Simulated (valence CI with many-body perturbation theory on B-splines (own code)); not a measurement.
# E1 transitions of Bi LXXIX

Method: relativistic CI+MBPT: three valence electrons over a frozen Dirac-Fock core [He], radial functions for each j: 11 s, 11 p, 9 d, 7 f, 5 g, 2 h, 1 i, with the one-electron correlation potential Σ1, the two-electron term Σ2, the three-electron term Σ3, Breit, model QED; selected CI, second order for the rest (own B-spline code, finite nucleus).

The last digits are not significant, and no measured levels were compared; by estimate large intervals hold to a few tenths of a per cent, small ones and those within an open d or f shell to about a per cent.

Lines 151 to 200 of 296 in falling wavelength, among levels below 147120 × 10³ cm⁻¹, chosen from the strongest by gf and those to the six lowest levels. Wavelengths and rates use the calculated energies. Electric multipoles are in the length gauge, E1 and E2 with the static RPA response of the core. Weak lines are less certain than strong ones. Lines between different terms over intervals too small for the method are left out, as are lines whose strength nearly cancels. The highest levels of a list are the least certain.

Levels are named by their leading jj configuration (3d3/2^4 stands for four electrons in 3d with j = 3/2), which in mixed levels can hold well under half, so a name can repeat and another be missing. Letters in brackets count levels of one name in rising energy.

| λ vac (Å) | Upper | Lower | A (s⁻¹) | S (a.u.) with core polarisation | S without |
| --- | --- | --- | --- | --- | --- |
| 1.006 | (2s 2p1/2 3d3/2) J=3/2 [a] | (2s 2p1/2 2p3/2) J=5/2 | 1.05e+13 | 2.12e-05 | 2.12e-05 |
| 1.003 | (2s 2p1/2 3d3/2) J=5/2 | (2s 2p1/2 2p3/2) J=5/2 | 4.04e+14 | 1.21e-03 | 1.21e-03 |
| 1.003 | (2s 2p1/2 3d3/2) J=3/2 [a] | (2s 2p1/2 2p3/2) J=3/2 [a] | 2.13e+14 | 4.24e-04 | 4.24e-04 |
| 1.002 | (2s 2p3/2 3d3/2) J=5/2 [a] | (2s 2p3/2^2) J=5/2 | 2.30e+14 | 6.86e-04 | 6.86e-04 |
| 1.002 | (2s 2p1/2 3d3/2) J=3/2 [b] | (2s 2p1/2 2p3/2) J=5/2 | 9.64e+13 | 1.91e-04 | 1.91e-04 |
| 1.002 | (2s 2p3/2 3d3/2) J=3/2 [a] | (2s 2p3/2^2) J=5/2 | 4.04e+14 | 8.02e-04 | 8.03e-04 |
| 1.001 | (2s^2 3d3/2) J=3/2 | (2s^2 2p3/2) J=3/2 | 4.41e+14 | 8.73e-04 | 8.73e-04 |
| 0.9999 | (2s 2p1/2 3d3/2) J=5/2 | (2s 2p1/2 2p3/2) J=3/2 [a] | 2.84e+13 | 8.40e-05 | 8.40e-05 |
| 0.9984 | (2s 2p1/2 3d3/2) J=3/2 [b] | (2s 2p1/2 2p3/2) J=3/2 [a] | 2.07e+14 | 4.06e-04 | 4.06e-04 |
| 0.9980 | (2s 2p1/2 3d3/2) J=1/2 | (2s 2p1/2 2p3/2) J=3/2 [a] | 5.70e+13 | 5.59e-05 | 5.59e-05 |
| 0.9972 | (2s 2p1/2 3d5/2) J=5/2 [a] | (2s 2p1/2 2p3/2) J=3/2 [b] | 2.61e+14 | 7.66e-04 | 7.67e-04 |
| 0.9968 | (2s 2p3/2 3d5/2) J=5/2 [a] | (2s 2p3/2^2) J=3/2 | 3.15e+14 | 9.25e-04 | 9.26e-04 |
| 0.9957 | (2p1/2 2p3/2 3d5/2) J=3/2 [b] | (2p1/2 2p3/2^2) J=1/2 | 2.41e+15 | 4.69e-03 | 4.70e-03 |
| 0.9955 | (2s 2p3/2 3d5/2) J=3/2 [a] | (2s 2p3/2^2) J=3/2 | 1.03e+15 | 2.00e-03 | 2.00e-03 |
| 0.9954 | (2s 2p3/2 3d5/2) J=3/2 [a] | (2s 2p3/2^2) J=1/2 | 8.73e+14 | 1.70e-03 | 1.70e-03 |
| 0.9952 | (2p1/2 2p3/2 3d5/2) J=1/2 | (2p1/2 2p3/2^2) J=1/2 | 2.59e+15 | 2.52e-03 | 2.52e-03 |
| 0.9938 | (2s 2p3/2 3d5/2) J=1/2 | (2s 2p3/2^2) J=1/2 | 2.20e+15 | 2.13e-03 | 2.13e-03 |
| 0.9936 | (2p1/2^2 3d5/2) J=5/2 | (2p1/2^2 2p3/2) J=3/2 | 2.49e+15 | 7.24e-03 | 7.25e-03 |
| 0.9935 | (2s 2p1/2 3d5/2) J=5/2 [b] | (2s 2p1/2 2p3/2) J=3/2 [b] | 1.98e+15 | 5.75e-03 | 5.75e-03 |
| 0.9935 | (2s 2p1/2 3d5/2) J=3/2 | (2s 2p1/2 2p3/2) J=3/2 [b] | 4.29e+14 | 8.31e-04 | 8.31e-04 |
| 0.9934 | (2s 2p1/2 3d5/2) J=3/2 | (2s 2p1/2 2p3/2) J=1/2 | 1.86e+15 | 3.60e-03 | 3.60e-03 |
| 0.9931 | (2p1/2 2p3/2 3d5/2) J=5/2 [a] | (2p1/2 2p3/2^2) J=5/2 | 8.41e+14 | 2.44e-03 | 2.44e-03 |
| 0.9916 | (2p1/2 2p3/2 3d5/2) J=5/2 [b] | (2p1/2 2p3/2^2) J=5/2 | 1.16e+15 | 3.35e-03 | 3.35e-03 |
| 0.9914 | (2p1/2 2p3/2 3d5/2) J=3/2 [a] | (2p1/2 2p3/2^2) J=3/2 | 1.67e+15 | 3.21e-03 | 3.21e-03 |
| 0.9913 | (2p1/2 2p3/2 3d5/2) J=5/2 [a] | (2p1/2 2p3/2^2) J=3/2 | 1.47e+15 | 4.24e-03 | 4.24e-03 |
| 0.9910 | (2p1/2 2p3/2 3d5/2) J=7/2 [b] | (2p1/2 2p3/2^2) J=5/2 | 4.03e+15 | 1.55e-02 | 1.55e-02 |
| 0.9902 | (2p1/2 2p3/2 3d5/2) J=3/2 [b] | (2p1/2 2p3/2^2) J=5/2 | 2.95e+14 | 5.65e-04 | 5.66e-04 |
| 0.9901 | (2s 2p1/2 3d5/2) J=5/2 [a] | (2s 2p1/2 2p3/2) J=5/2 | 3.53e+13 | 1.02e-04 | 1.02e-04 |
| 0.9898 | (2p1/2 2p3/2 3d5/2) J=5/2 [b] | (2p1/2 2p3/2^2) J=3/2 | 2.56e+15 | 7.35e-03 | 7.35e-03 |
| 0.9885 | (2s 2p3/2 3d5/2) J=5/2 [b] | (2s 2p3/2^2) J=3/2 | 2.01e+15 | 5.75e-03 | 5.75e-03 |
| 0.9877 | (2s 2p3/2 3d5/2) J=3/2 [b] | (2s 2p3/2^2) J=3/2 | 7.82e+14 | 1.49e-03 | 1.49e-03 |
| 0.9876 | (2s 2p3/2 3d5/2) J=3/2 [b] | (2s 2p3/2^2) J=1/2 | 1.68e+15 | 3.20e-03 | 3.20e-03 |
| 0.9875 | (2s 2p1/2 3d5/2) J=7/2 | (2s 2p1/2 2p3/2) J=5/2 | 2.55e+15 | 9.68e-03 | 9.68e-03 |
| 0.9871 | (2p1/2 2p3/2 3p3/2) J=5/2 [b] | (2s 2p3/2^2) J=3/2 | 1.68e+15 | 4.80e-03 | 4.80e-03 |
| 0.9868 | (2s 2p1/2 3d5/2) J=5/2 [a] | (2s 2p1/2 2p3/2) J=3/2 [a] | 2.28e+15 | 6.50e-03 | 6.50e-03 |
| 0.9865 | (2s 2p3/2 3d5/2) J=5/2 [a] | (2s 2p3/2^2) J=5/2 | 1.94e+15 | 5.52e-03 | 5.52e-03 |
| 0.9865 | (2s 2p1/2 3d5/2) J=5/2 [b] | (2s 2p1/2 2p3/2) J=5/2 | 3.47e+14 | 9.86e-04 | 9.87e-04 |
| 0.9865 | (2s 2p1/2 3d5/2) J=3/2 | (2s 2p1/2 2p3/2) J=5/2 | 2.04e+13 | 3.87e-05 | 3.88e-05 |
| 0.9862 | (2s 2p1/2 3p3/2) J=5/2 [a] | (2s^2 2p3/2) J=3/2 | 1.30e+15 | 3.68e-03 | 3.68e-03 |
| 0.9861 | (2p1/2^2 3p3/2) J=3/2 | (2s 2p1/2 2p3/2) J=1/2 | 8.08e+13 | 1.53e-04 | 1.53e-04 |
| 0.9860 | (2s 2p3/2 3d5/2) J=7/2 [a] | (2s 2p3/2^2) J=5/2 | 3.42e+15 | 1.30e-02 | 1.30e-02 |
| 0.9853 | (2s 2p3/2 3d5/2) J=3/2 [a] | (2s 2p3/2^2) J=5/2 | 2.96e+14 | 5.59e-04 | 5.59e-04 |
| 0.9845 | (2s 2p1/2 3p3/2) J=5/2 [b] | (2s^2 2p3/2) J=3/2 | 1.31e+15 | 3.70e-03 | 3.70e-03 |
| 0.9832 | (2s 2p1/2 3d5/2) J=5/2 [b] | (2s 2p1/2 2p3/2) J=3/2 [a] | 1.95e+14 | 5.47e-04 | 5.48e-04 |
| 0.9831 | (2s 2p1/2 3d5/2) J=3/2 | (2s 2p1/2 2p3/2) J=3/2 [a] | 1.33e+14 | 2.50e-04 | 2.50e-04 |
| 0.9809 | (2p1/2 2p3/2 3p3/2) J=7/2 | (2s 2p3/2^2) J=5/2 | 4.45e+14 | 1.66e-03 | 1.66e-03 |
| 0.9793 | (2p1/2^2 3p3/2) J=3/2 | (2s 2p1/2 2p3/2) J=5/2 | 1.34e+12 | 2.48e-06 | 2.48e-06 |
| 0.9788 | (2s 2p3/2 3d5/2) J=7/2 [b] | (2s 2p3/2^2) J=5/2 | 4.25e+14 | 1.57e-03 | 1.57e-03 |
| 0.9760 | (2p1/2^2 3p3/2) J=3/2 | (2s 2p1/2 2p3/2) J=3/2 [a] | 6.50e+12 | 1.19e-05 | 1.19e-05 |
| 0.9400 | (2p1/2^2 3d5/2) J=5/2 | (2s^2 2p3/2) J=3/2 | 1.03e+12 | 2.53e-06 | 2.53e-06 |
